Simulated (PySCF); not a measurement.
H5AsSi, charge +1, doublet, at a GFN2-xTB geometry (a state made from the parent by changing its charge; the spin is typed, not shown lowest); M062X/6-31G** in PySCF.

PySCF was given this input:
```python
from pyscf import gto, scf, dft

mol = gto.Mole()
mol.atom = '''
    Si   -1.70472595    0.10897919    0.27378400
    As    0.82226931   -0.03886951   -0.18862924
    H    -2.20744588   -0.82892523   -0.73390716
    H    -1.91760064    1.54067772    0.04146200
    H    -1.70838653   -0.34769080    1.67179529
    H     1.17882747   -1.33819262    0.45341921
    H     1.38588148    0.73111591    0.95901965
'''
mol.basis = '6-31g**'
mol.charge = 1
mol.spin = 1
mol.verbose = 4
mol.build()

mf = dft.UKS(mol)
mf.xc = 'm062x'
mf.conv_tol = 1e-6
mf.kernel()
mf.analyze()
```

Output, abridged:

```
PySCF version 2.14.0

[INPUT] verbose = 4
[INPUT] num. atoms = 7
[INPUT] num. electrons = 51
[INPUT] charge = 1
[INPUT] spin (= nelec alpha-beta = 2S) = 1
[INPUT] symmetry False subgroup None
[INPUT] Mole.unit = angstrom
[INPUT] Symbol           X                Y                Z      unit          X                Y                Z       unit  Magmom
[...]
nuclear repulsion = 156.424770380079
number of shells = 35
number of NR pGTOs = 181
number of NR cGTOs = 75
basis = 6-31g**
ecp = {}

******** <class 'pyscf.dft.uks.UKS'> ********
method = UKS
initial guess = minao
damping factor = 0
level_shift factor = 0
DIIS = <class 'pyscf.scf.diis.CDIIS'>
diis_start_cycle = 1
diis_space = 8
diis_damp = 0
SCF conv_tol = 1e-06
SCF conv_tol_grad = None
SCF max_cycles = 50
direct_scf = True
direct_scf_tol = 1e-13
number electrons alpha = 26  beta = 25
XC library pyscf.dft.libxc version 7.1.2
    S. Lehtola, C. Steigemann, M. J. T. Oliveira, and M. A. L. Marques,  SoftwareX 7, 1–5 (2018)
XC functionals = m062x
    Y. Zhao and D. G. Truhlar,  Theor. Chem. Acc. 120, 215 (2008)
    Y. Zhao and D. G. Truhlar,  Theor. Chem. Acc. 120, 215 (2008)
radial grids:
    Treutler-Ahlrichs [JCP 102, 346 (1995); DOI:10.1063/1.469408] (M4) radial grids

becke partition: Becke, JCP 88, 2547 (1988); DOI:10.1063/1.454033
pruning grids: <function nwchem_prune>
grids dens level: 3
symmetrized grids: False
atomic radii adjust function: <function treutler_atomic_radii_adjust>
small_rho_cutoff = 0
Set gradient conv threshold to 0.001
tot grids = 88648
init E= -2527.01405808847

cycle= 1 E= -2527.65503872922  delta_E= -0.641  |g|= 0.174  |ddm|= 1.54
cycle= 2 E= -2527.68302550083  delta_E= -0.028  |g|= 0.0855  |ddm|= 0.462
cycle= 3 E= -2527.68730298102  delta_E= -0.00428  |g|= 0.0236  |ddm|= 0.122
cycle= 4 E= -2527.68769616221  delta_E= -0.000393  |g|= 0.00692  |ddm|= 0.035
cycle= 5 E= -2527.68780760364  delta_E= -0.000111  |g|= 0.00313  |ddm|= 0.0229
cycle= 6 E= -2527.68783716993  delta_E= -2.96e-05  |g|= 0.00158  |ddm|= 0.0107
cycle= 7 E= -2527.68784896088  delta_E= -1.18e-05  |g|= 0.000688  |ddm|= 0.00866
cycle= 8 E= -2527.68785090766  delta_E= -1.95e-06  |g|= 0.000174  |ddm|= 0.00396
cycle= 9 E= -2527.68785104426  delta_E= -1.37e-07  |g|= 6.49e-05  |ddm|= 0.00103
Extra cycle  E= -2527.68785105297  delta_E= -8.71e-09  |g|= 3.91e-05  |ddm|= 0.000176
converged SCF energy = -2527.68785105297  <S^2> = 0.75543533  2S+1 = 2.005428
**** SCF Summaries ****
[...]
Total Energy =                       -2527.687851052965016
[...]
spin_pop of  1 As 3dxy     -0.00002
spin_pop of  1 As 3dyz     -0.00005
spin_pop of  1 As 3dz^2    -0.00005
spin_pop of  1 As 3dxz     -0.00005
spin_pop of  1 As 3dx2-y2   -0.00004
spin_pop of  1 As 4dxy      0.00028
spin_pop of  1 As 4dyz     -0.00106
spin_pop of  1 As 4dz^2    -0.00109
spin_pop of  1 As 4dxz      0.00003
spin_pop of  1 As 4dx2-y2   -0.00048
spin_pop of  1 As 5dxy      0.00004
spin_pop of  1 As 5dyz     -0.00015
spin_pop of  1 As 5dz^2    -0.00009
spin_pop of  1 As 5dxz      0.00001
spin_pop of  1 As 5dx2-y2   -0.00007
spin_pop of  2 H 1s       -0.00394
spin_pop of  2 H 2s        0.00007
spin_pop of  2 H 2px      -0.00000
spin_pop of  2 H 2py      -0.00001
spin_pop of  2 H 2pz      -0.00001
spin_pop of  3 H 1s       -0.00272
spin_pop of  3 H 2s        0.00008
spin_pop of  3 H 2px      -0.00000
spin_pop of  3 H 2py      -0.00002
spin_pop of  3 H 2pz       0.00000
spin_pop of  4 H 1s        0.02577
spin_pop of  4 H 2s        0.00020
spin_pop of  4 H 2px      -0.00000
spin_pop of  4 H 2py       0.00002
spin_pop of  4 H 2pz       0.00014
spin_pop of  5 H 1s       -0.02187
spin_pop of  5 H 2s        0.00050
spin_pop of  5 H 2px       0.00002
spin_pop of  5 H 2py      -0.00007
spin_pop of  5 H 2pz      -0.00007
spin_pop of  6 H 1s       -0.02207
spin_pop of  6 H 2s        0.00050
spin_pop of  6 H 2px       0.00003
spin_pop of  6 H 2py       0.00000
spin_pop of  6 H 2pz      -0.00015
 ** Mulliken Spin Density (per atom)  **
spin density of  0 Si =      0.10504
spin density of  1 As =      0.91858
spin density of  2 H =     -0.00390
spin density of  3 H =     -0.00266
spin density of  4 H =      0.02612
spin density of  5 H =     -0.02149
spin density of  6 H =     -0.02169
 ** Mulliken pop alpha/beta on meta-lowdin orthogonal AOs **
 ** Mulliken pop       alpha | beta **
In total            26.00000 | 25.00000
 ** Mulliken atomic charges   ( Nelec_alpha | Nelec_beta ) **
charge of  0Si =      0.50133  (     6.80185      6.69681 )
charge of  1As =      0.41528  (    16.75165     15.83307 )
charge of  2H =     -0.01130  (     0.50370      0.50760 )
charge of  3H =     -0.01129  (     0.50431      0.50697 )
charge of  4H =     -0.00614  (     0.51613      0.49001 )
charge of  5H =      0.05622  (     0.46114      0.48263 )
charge of  6H =      0.05589  (     0.46121      0.48290 )

WARN: System has nonzero charge 1; the dipole moment is origin-dependent.
Location of origin: [0. 0. 0.]

Dipole moment(X, Y, Z, Debye): -1.33804, -0.02937,  0.67202
```
